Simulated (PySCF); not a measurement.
PySCF job for CH9FOSi3, SMILES C[SiH2]O[Si@H](F)[SiH3], TDA-PBE/def2-SVPD. The structure is a stationary point at PBE0-D3(BJ)/def2-SVP. The structure was generated by enumeration; whether it is a known compound was not checked. One conformer was computed; it need not be the lowest.

```python
import numpy as np
from pyscf import gto, scf, dft, tdscf

mol = gto.M(
    atom='''
    C    -2.94915637   -0.08993516   -0.09533407
    Si   -1.53664755   -0.88415775   -1.01755714
    O    -0.22096482   -1.05142738    0.00514778
    Si    0.85119186   -0.14486362    0.86032580
    F     0.01867599    0.98943614    1.68705053
    Si    2.30434044    0.98832028   -0.58615376
    H    -2.63194855    0.87988592    0.31827882
    H    -3.81207556    0.07768928   -0.75866694
    H    -3.27454722   -0.72629068    0.74178837
    H    -1.88687500   -2.24930639   -1.50187811
    H    -1.12729844   -0.04065302   -2.18406318
    H     1.51507165   -1.02321939    1.85987545
    H     3.06913533    0.00105441   -1.40862396
    H     1.50964654    1.86727382   -1.49799786
    H     3.26907784    1.82948571    0.18604615
    ''',
    basis='def2-SVPD',
    charge=0,
    spin=0,
    max_memory=1600,
    verbose=4,
)
mf = dft.RKS(mol, xc='pbe').density_fit(auxbasis='def2-universal-jkfit')
mf.grids.level = 3
mf.conv_tol = 1e-9
mf.max_cycle = 100
mf.kernel()
mf.grids = dft.Grids(mol).set(level=1).build(with_non0tab=True)  # coarser grid for the response kernel
td = tdscf.TDA(mf)
td.singlet = True
td.nstates = 6
td.conv_tol = 1e-4
td.positive_eig_threshold = 1e-6
td.kernel(x0=td.get_init_guess(mf, 11))
td.analyze()
tt = tdscf.TDA(mf)
tt.singlet = False
tt.nstates = 2
tt.conv_tol = 1e-4
tt.positive_eig_threshold = 1e-6
tt.kernel(x0=tt.get_init_guess(mf, 7))
tt.analyze(verbose=3)
```

Program output:

```
PySCF version 2.14.0

[INPUT] verbose = 4
[INPUT] num. atoms = 15
[INPUT] num. electrons = 74
[INPUT] charge = 0
[INPUT] spin (= nelec alpha-beta = 2S) = 0
[INPUT] symmetry False subgroup None
[INPUT] Mole.unit = angstrom
[INPUT] Symbol           X                Y                Z      unit          X                Y                Z       unit  Magmom
[INPUT]  1 C     -2.949156370000  -0.089935160000  -0.095334070000 AA   -5.573097837816  -0.169952821369  -0.180155282640 Bohr   0.0
[INPUT]  2 Si    -1.536647550000  -0.884157750000  -1.017557140000 AA   -2.903843019484  -1.670815998412  -1.922904310696 Bohr   0.0
[INPUT]  3 O     -0.220964820000  -1.051427380000   0.005147780000 AA   -0.417562992964  -1.986909788069   0.009727894350 Bohr   0.0
[INPUT]  4 Si     0.851191860000  -0.144863620000   0.860325800000 AA    1.608519494859  -0.273752567213   1.625780139897 Bohr   0.0
[INPUT]  5 F      0.018675990000   0.989436140000   1.687050530000 AA    0.035292506205   1.869763322347   3.188063460002 Bohr   0.0
[INPUT]  6 Si     2.304340440000   0.988320280000  -0.586153760000 AA    4.354572329360   1.867654652553  -1.107670073284 Bohr   0.0
[INPUT]  7 H     -2.631948550000   0.879885920000   0.318278820000 AA   -4.973661933446   1.662743409661   0.601459801050 Bohr   0.0
[INPUT]  8 H     -3.812075560000   0.077689280000  -0.758666940000 AA   -7.203778774548   0.146811462015  -1.433672736362 Bohr   0.0
[INPUT]  9 H     -3.274547220000  -0.726290680000   0.741788370000 AA   -6.187997427756  -1.372490472024   1.401776861688 Bohr   0.0
[INPUT] 10 H     -1.886875000000  -2.249306390000  -1.501878110000 AA   -3.565676981289  -4.250573047334  -2.838138300379 Bohr   0.0
[INPUT] 11 H     -1.127298440000  -0.040653020000  -2.184063180000 AA   -2.130285312249  -0.076823073936  -4.127281248947 Bohr   0.0
[INPUT] 12 H      1.515071650000  -1.023219390000   1.859875450000 AA    2.863070477593  -1.933604412445   3.514655226302 Bohr   0.0
[INPUT] 13 H      3.069135330000   0.001054410000  -1.408623960000 AA    5.799825212927   0.001992546123  -2.661913496900 Bohr   0.0
[INPUT] 14 H      1.509646540000   1.867273820000  -1.497997860000 AA    2.852818505497   3.528636119370  -2.830805690585 Bohr   0.0
[INPUT] 15 H      3.269077840000   1.829485710000   0.186046150000 AA    6.177661797485   3.457226940705   0.351576270030 Bohr   0.0

nuclear repulsion = 457.861454862772
number of shells = 92
number of NR pGTOs = 312
number of NR cGTOs = 210
basis = def2-SVPD
ecp = {}


[settings echo left out]
init E= -1086.11856283476
  HOMO = -0.298574463174963  LUMO = -0.0749315866039075  gap/eV = 6.08563
cycle= 1 E= -1085.89405858039  delta_E= 0.225  |g|= 0.996  |ddm|= 5.12
  HOMO = -0.123132714665447  LUMO = -0.0316369784921826  gap/eV = 2.48973
cycle= 2 E= -1084.91397457065  delta_E= 0.98  |g|= 2.37  |ddm|= 3.53
  HOMO = -0.249022757707413  LUMO = -0.0409635354974864  gap/eV = 5.66158
cycle= 3 E= -1086.06807620135  delta_E= -1.15  |g|= 0.295  |ddm|= 2.87
  HOMO = -0.244629677977841  LUMO = -0.036344502370845  gap/eV = 5.66773
cycle= 4 E= -1086.08495487396  delta_E= -0.0169  |g|= 0.164  |ddm|= 0.587
  HOMO = -0.250591272142961  LUMO = -0.0398139319009484  gap/eV = 5.73554
cycle= 5 E= -1086.08992182747  delta_E= -0.00497  |g|= 0.0534  |ddm|= 0.185
  HOMO = -0.250226439294423  LUMO = -0.0396945283029298  gap/eV = 5.72887
cycle= 6 E= -1086.09048564779  delta_E= -0.000564  |g|= 0.0138  |ddm|= 0.0713
  HOMO = -0.249899655886794  LUMO = -0.0393671300450671  gap/eV = 5.72888
cycle= 7 E= -1086.09053226061  delta_E= -4.66e-05  |g|= 0.00336  |ddm|= 0.022
  HOMO = -0.24979670035571  LUMO = -0.0392434026691674  gap/eV = 5.72945
cycle= 8 E= -1086.09053517191  delta_E= -2.91e-06  |g|= 0.00062  |ddm|= 0.00565
  HOMO = -0.249855580950722  LUMO = -0.0392873028704133  gap/eV = 5.72985
cycle= 9 E= -1086.09053527765  delta_E= -1.06e-07  |g|= 0.000132  |ddm|= 0.00118
  HOMO = -0.249852846970992  LUMO = -0.039283471419719  gap/eV = 5.72988
cycle= 10 E= -1086.09053528249  delta_E= -4.84e-09  |g|= 4.52e-05  |ddm|= 0.000331
  HOMO = -0.249857531764569  LUMO = -0.0392868430511674  gap/eV = 5.72992
cycle= 11 E= -1086.09053528327  delta_E= -7.83e-10  |g|= 1.33e-05  |ddm|= 0.000134
  HOMO = -0.249853970270573  LUMO = -0.0392844516786742  gap/eV = 5.72989
Extra cycle  E= -1086.09053528322  delta_E= 5.62e-11  |g|= 2.14e-05  |ddm|= 5.91e-05
converged SCF energy = -1086.09053528322
tot grids = 57144
Overwritten attributes  positive_eig_threshold  of <class 'pyscf.tdscf.rks.TDA'>


******** <class 'pyscf.tdscf.rks.TDA'> for <class 'pyscf.df.df_jk.DFRKS'> ********
nstates = 6 singlet
deg_eia_thresh = 1.000e-03
wfnsym = None
conv_tol = 0.0001
eigh lindep = 1e-12
eigh level_shift = 0
eigh max_cycle = 100


Excitation energies (eV)
[5.96650091 6.04150972 6.52932067 6.6047836  6.62527411 6.8036131 ]

** Singlet excitation energies and oscillator strengths **
Excited State   1:      5.96650 eV    207.80 nm  f=0.0106
      37 -> 38        0.68737
Excited State   2:      6.04151 eV    205.22 nm  f=0.0151
      37 -> 39        0.68790
Excited State   3:      6.52932 eV    189.89 nm  f=0.0042
      36 -> 38        0.69101
      37 -> 40        0.14000
Excited State   4:      6.60478 eV    187.72 nm  f=0.0171
      36 -> 38        0.12938
      36 -> 39       -0.10744
      37 -> 40       -0.66354
      37 -> 41        0.13398
Excited State   5:      6.62527 eV    187.14 nm  f=0.0143
      36 -> 39       -0.68938
Excited State   6:      6.80361 eV    182.23 nm  f=0.0061
      35 -> 38       -0.34900
      35 -> 39        0.12411
      37 -> 41        0.34331
      37 -> 42        0.48668

** Transition electric dipole moments (AU) **
state          X           Y           Z        Dip. S.      Osc.
  1         0.1952     -0.0498      0.1783      0.0724      0.0106
  2        -0.0936     -0.3031     -0.0373      0.1021      0.0151
  3         0.1208      0.0576      0.0903      0.0261      0.0042
  4        -0.3113     -0.0436      0.0829      0.1057      0.0171
  5        -0.2542     -0.0261     -0.1518      0.0883      0.0143
  6        -0.0326      0.1063     -0.1556      0.0366      0.0061

** Transition velocity dipole moments (imaginary part, AU) **
state          X           Y           Z        Dip. S.      Osc.
  1         0.0096      0.0057     -0.0114      0.0003      0.0008
  2        -0.0307     -0.0013      0.0088      0.0010      0.0031
  3         0.0281      0.0183      0.0196      0.0015      0.0042
  4        -0.0798     -0.0113      0.0155      0.0067      0.0185
  5        -0.0349     -0.0035     -0.0205      0.0017      0.0045
  6         0.0015      0.0268     -0.0300      0.0016      0.0043

** Transition magnetic dipole moments (imaginary part, AU) **
state          X           Y           Z
  1        -0.0760      0.1853      0.1626
  2         0.3994      0.3080      0.4433
  3         0.3645      0.2605     -0.1981
  4        -0.3660      0.4656      0.2112
  5         0.0292      0.1114      0.0429
  6        -0.2341     -0.0553      0.1040


******** <class 'pyscf.tdscf.rks.TDA'> for <class 'pyscf.df.df_jk.DFRKS'> ********
nstates = 2 triplet
deg_eia_thresh = 1.000e-03
wfnsym = None
conv_tol = 0.0001
eigh lindep = 1e-12
eigh level_shift = 0
eigh max_cycle = 100


Excitation energies (eV)
[5.41195867 5.45800131]

** Triplet excitation energies and oscillator strengths **
Excited State   1:      5.41196 eV    229.09 nm  f=0.0000
Excited State   2:      5.45800 eV    227.16 nm  f=0.0000
```

Self-consistency was reached.

Cost: about 100 core-seconds (a rough figure).
